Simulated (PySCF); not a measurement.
SMILES c1ccc(Cc2cccnc2)cc1, GFN2-xTB optimised geometry.

```
24

C      0.73     2.46     0.01
C      1.41     1.25     0.01
C      0.70     0.06     0.00
C     -0.69     0.06     0.00
C     -1.44    -1.25    -0.05
C     -1.33    -1.82    -1.43
C     -2.01    -1.25    -2.50
C     -1.85    -1.79    -3.77
C     -1.00    -2.88    -3.92
N     -0.35    -3.43    -2.92
C     -0.51    -2.91    -1.71
C     -1.36     1.27     0.00
C     -0.65     2.47     0.01
H      1.28     3.39     0.01
H      2.49     1.24     0.01
H      1.24    -0.88    -0.01
H     -2.49    -1.08     0.20
H     -1.02    -1.95     0.67
H     -2.65    -0.40    -2.34
H     -2.36    -1.37    -4.62
H     -0.84    -3.33    -4.89
H      0.05    -3.40    -0.92
H     -2.44     1.29     0.00
H     -1.19     3.40     0.01
```

Density from PBE/def2-SVP (PySCF) at that geometry.

Minimum of the electron density along straight lines between bonded atoms, close to the bond critical point (lines longer than 1.1 times the sum of covalent radii, or with two minima, are not listed):

```
bond     length / Å  ρ at the minimum / e bohr⁻³  ∇²ρ there / e bohr⁻⁵  position (fraction from the first atom)
-------  ----------  ---------------------------  --------------------  ---------------------------------------
C1–C2         1.385                        0.309                 -0.77                                     0.50
C2–C3         1.383                        0.310                 -0.77                                     0.50
C3–C4         1.390                        0.307                 -0.75                                     0.50
C4–C5         1.508                        0.248                 -0.55                                     0.50
C5–C6         1.504                        0.250                 -0.55                                     0.49
C6–C7         1.391                        0.307                 -0.75                                     0.50
C7–C8         1.384                        0.309                 -0.76                                     0.50
C8–C9         1.387                        0.310                 -0.77                                     0.50
C9–N10        1.321                        0.349                 -0.99                                     0.35
C6–C11        1.390                        0.308                 -0.75                                     0.50
N10–C11       1.321                        0.350                 -1.00                                     0.65
C4–C12        1.388                        0.308                 -0.75                                     0.50
C1–C13        1.384                        0.310                 -0.77                                     0.50
C12–C13       1.384                        0.309                 -0.77                                     0.50
C1–H14        1.080                        0.281                 -1.05                                     0.63
C2–H15        1.080                        0.281                 -1.05                                     0.63
C3–H16        1.081                        0.280                 -1.04                                     0.63
C5–H17        1.092                        0.274                 -0.98                                     0.63
C5–H18        1.092                        0.274                 -0.99                                     0.63
C7–H19        1.081                        0.281                 -1.05                                     0.63
C8–H20        1.079                        0.281                 -1.05                                     0.63
C9–H21        1.082                        0.284                 -1.09                                     0.64
C11–H22       1.083                        0.283                 -1.07                                     0.63
C12–H23       1.081                        0.280                 -1.03                                     0.63
C13–H24       1.080                        0.281                 -1.05                                     0.63
```
